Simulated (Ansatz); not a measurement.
Species: sum formula H₃SiO₂, charge -1, multiplicity 1. It need not be the lowest isomer of its formula. Whether it binds its extra electron was not tested at this geometry. 
Structure (B3LYP-D3(BJ)/def2-TZVP (Ansatz, a first-principles code) minimum search):
```xyz
6

Si    -0.3779    -0.1909     0.1203
O     -0.5518     1.3114    -0.2647
O      1.2309    -0.7538    -0.0110
H     -1.1457    -1.2071    -0.7097
H     -0.7436    -0.5832     1.5429
H      1.7465     0.0018    -0.3123
```
Charge -1, spin multiplicity 1.

Basis-set convergence of Hartree-Fock and CCSD(T) correlation energies (hartree) with Ansatz. Correlated levels leave the core frozen unless marked. No spin-orbit coupling. No relativistic terms.

| basis | functions | E(HF) | E(corr, CCSD(T)) |
|---|---|---|---|
| aug-cc-pV(D+d)Z | 105 | -440.52325 | -0.56697 |
| aug-cc-pV(T+d)Z | 216 | -440.58254 | -0.68136 |
| aug-cc-pV(Q+d)Z | 387 | -440.59641 | -0.71987 |

Extrapolating the two largest sets (X = 3 and 4) as X^-3: E(corr) = (64·(-0.71987) - 27·(-0.68136))/37 = -0.7480 Eh, an estimate of the basis-set limit. The largest set recovers 96.2 % of it, the smallest 75.8 %.
